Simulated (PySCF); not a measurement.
**How methods differ on the ionisation energy of Se+**

Se+ [Ar] 3d10 4s2 4p3 (4S) → Se(2+) [Ar] 3d10 4s2 4p2 (3P), as a difference of total energies. Computed with PySCF 2.14 in ANO-RCC-VTZP, with scalar relativity by spin-free X2C-1e. Correlated levels: valence: [Ar] 3d10 frozen. The calculations carry no spin-orbit coupling.

```
           method  ionisation energy (eV)
              UHF                  20.856
    MP2 (valence)                  21.355
SCS-MP2 (valence)                  21.205
   CCSD (valence)                  21.321
CCSD(T) (valence)                  21.349
  CCSDT (valence)                  21.352
```

Problem. How much does correlation contribute at CCSD(T) (valence)?

Solution. 21.349 − (20.856) = 0.493 eV, measured against UHF.

The reference lies between the lowest fine-structure levels, while these numbers refer to the centres of the terms.

Errors of the correlated levels include the incompleteness of this basis and the frozen core.

For comparison: 21.196 ± 0.01 eV (measured; NIST Atomic Spectra Database, ionization energies).
